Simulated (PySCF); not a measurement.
F₄Zr, charge +1, doublet, at a GFN2-xTB geometry (such geometries of metal compounds can be far from the true shape) (the multiplicity is a formal guess) (core potentials on Zr); PySCF with B3LYP/def2-SV(P).

Here is a job for PySCF.
```python
from pyscf import gto, scf, dft

mol = gto.M(
    atom='''
Zr    0.00000000   -0.00000000    0.00000000
F     1.19625354    0.87726079   -1.14149566
F     0.94458360   -1.17292463    1.11158940
F    -1.23870792   -0.96627039   -1.01761760
F    -0.90212922    1.26193423    1.04752386
''',
    basis='def2-sv(p)',
    ecp={'Zr': 'def2-sv(p)'},
    charge=1,
    spin=1,
    verbose=4,
    symmetry=True,
)

mf = dft.UKS(mol)
mf.xc = 'b3lyp'
mf.irrep_nelec = {'A': (6, 6), 'B1': (7, 6), 'B2': (6, 6), 'B3': (5, 5)}
mf.kernel()
mf.analyze()
```

Write the output that PySCF gives for this input, abridged.


```
PySCF version 2.14.0

[INPUT] verbose = 4
[INPUT] num. atoms = 5
[INPUT] num. electrons = 47
[INPUT] charge = 1
[INPUT] spin (= nelec alpha-beta = 2S) = 1
[INPUT] symmetry True subgroup None
[INPUT] Mole.unit = angstrom
[INPUT] Symbol           X                Y                Z      unit          X                Y                Z       unit  Magmom
[...]
nuclear repulsion = 206.269547488722
point group symmetry = Td, use subgroup D2
symmetry origin: [-4.67462326e-17  0.00000000e+00  4.67462326e-17]
symmetry axis x: [-0.13608272 -0.98974297  0.043478  ]
symmetry axis y: [ 0.99050274 -0.13679501 -0.01383675]
symmetry axis z: [0.0196424  0.04118214 0.99895856]
num. orbitals of irrep A = 23
num. orbitals of irrep B1 = 19
num. orbitals of irrep B2 = 19
num. orbitals of irrep B3 = 19
number of shells = 34
number of NR pGTOs = 146
number of NR cGTOs = 80
basis = def2-sv(p)
ecp = {'Zr': 'def2-sv(p)'}

******** <class 'pyscf.dft.uks_symm.SymAdaptedUKS'> ********
method = SymAdaptedUKS
initial guess = minao
damping factor = 0
level_shift factor = 0
DIIS = <class 'pyscf.scf.diis.CDIIS'>
diis_start_cycle = 1
diis_space = 8
diis_damp = 0
SCF conv_tol = 1e-09
SCF conv_tol_grad = None
SCF max_cycles = 50
direct_scf = True
direct_scf_tol = 1e-13
number electrons alpha = 24  beta = 23
irrep_nelec {'A': (6, 6), 'B1': (7, 6), 'B2': (6, 6), 'B3': (5, 5)}
XC library pyscf.dft.libxc version 7.1.2
    S. Lehtola, C. Steigemann, M. J. T. Oliveira, and M. A. L. Marques,  SoftwareX 7, 1–5 (2018)
XC functionals = b3lyp
    P. J. Stephens, F. J. Devlin, C. F. Chabalowski, and M. J. Frisch,  J. Phys. Chem. 98, 11623 (1994)
radial grids:
    Treutler-Ahlrichs [JCP 102, 346 (1995); DOI:10.1063/1.469408] (M4) radial grids

becke partition: Becke, JCP 88, 2547 (1988); DOI:10.1063/1.454033
pruning grids: <function nwchem_prune>
grids dens level: 3
symmetrized grids: True
atomic radii adjust function: <function treutler_atomic_radii_adjust>
small_rho_cutoff = 0
Freeze 47 electrons in irreps ['A', 'B1', 'B2', 'B3']
    0 free electrons in irreps
Set gradient conv threshold to 3.16228e-05
tot grids = 79440
init E= -440.150095674552

cycle= 1 E= -445.396825955763  delta_E= -5.25  |g|= 0.41  |ddm|= 3.12

cycle= 2 E= -445.429497604279  delta_E= -0.0327  |g|= 0.328  |ddm|= 1.23

cycle= 3 E= -445.488041611132  delta_E= -0.0585  |g|= 0.119  |ddm|= 0.595

cycle= 4 E= -445.494754234519  delta_E= -0.00671  |g|= 0.0252  |ddm|= 0.126

[...]
SCF not converged.
Total Energy =                        -445.490831205208451
[...]
beta  MO #40 (B1 #10), energy= 0.171448050245655 occ= 0
beta  MO #41 (B2 #10), energy= 0.178893538065758 occ= 0
beta  MO #42 (B3 #10), energy= 0.18222478645217 occ= 0
beta  MO #43 (A #13), energy= 0.850931616087998 occ= 0
beta  MO #44 (B3 #11), energy= 0.85192451999099 occ= 0
beta  MO #45 (B1 #11), energy= 0.854469089312285 occ= 0
beta  MO #46 (B2 #11), energy= 0.859333500144089 occ= 0
beta  MO #47 (A #14), energy= 0.991149337713296 occ= 0
beta  MO #48 (B2 #12), energy= 0.999308628157962 occ= 0
beta  MO #49 (B1 #12), energy= 1.00156970695666 occ= 0
beta  MO #50 (B3 #12), energy= 1.00219992002072 occ= 0
beta  MO #51 (B2 #13), energy= 1.03998825174828 occ= 0
beta  MO #52 (B3 #13), energy= 1.04262570645832 occ= 0
beta  MO #53 (B1 #13), energy= 1.04310462606805 occ= 0
beta  MO #54 (A #15), energy= 1.14662125989424 occ= 0
beta  MO #55 (A #16), energy= 1.15547620089879 occ= 0
beta  MO #56 (B1 #14), energy= 1.41394920250653 occ= 0
beta  MO #57 (B2 #14), energy= 1.41407569403604 occ= 0
beta  MO #58 (B3 #14), energy= 1.41516906624945 occ= 0
beta  MO #59 (A #17), energy= 1.50086953767636 occ= 0
beta  MO #60 (B3 #15), energy= 2.71639218108511 occ= 0
beta  MO #61 (B1 #15), energy= 2.72325958545354 occ= 0
beta  MO #62 (B2 #15), energy= 2.7298418191616 occ= 0
beta  MO #63 (B1 #16), energy= 2.74437808309737 occ= 0
beta  MO #64 (B3 #16), energy= 2.7446963068158 occ= 0
beta  MO #65 (B2 #16), energy= 2.74485528592809 occ= 0
beta  MO #66 (A #18), energy= 2.74728458651433 occ= 0
beta  MO #67 (A #19), energy= 2.74883426467811 occ= 0
beta  MO #68 (B2 #17), energy= 2.75476608522806 occ= 0
beta  MO #69 (B1 #17), energy= 2.75775269472217 occ= 0
beta  MO #70 (B3 #17), energy= 2.76048746498748 occ= 0
beta  MO #71 (A #20), energy= 2.78115058329655 occ= 0
beta  MO #72 (B2 #18), energy= 2.78301065754039 occ= 0
beta  MO #73 (B1 #18), energy= 2.78936469239881 occ= 0
beta  MO #74 (B3 #18), energy= 2.79475078076514 occ= 0
beta  MO #75 (A #21), energy= 2.79664004223448 occ= 0
beta  MO #76 (B3 #19), energy= 2.84749010719268 occ= 0
beta  MO #77 (B1 #19), energy= 2.8484142285742 occ= 0
beta  MO #78 (B2 #19), energy= 2.85075415336992 occ= 0
beta  MO #79 (A #22), energy= 2.93241795540282 occ= 0
beta  MO #80 (A #23), energy= 32.5772027362171 occ= 0
In total            24.00000 | 23.00000

WARN: System has nonzero charge 1; the dipole moment is origin-dependent.
Location of origin: [0. 0. 0.]

Dipole moment(X, Y, Z, Debye):  0.00000,  0.00000,  0.00000
```

The run did not converge; its last values are not results.
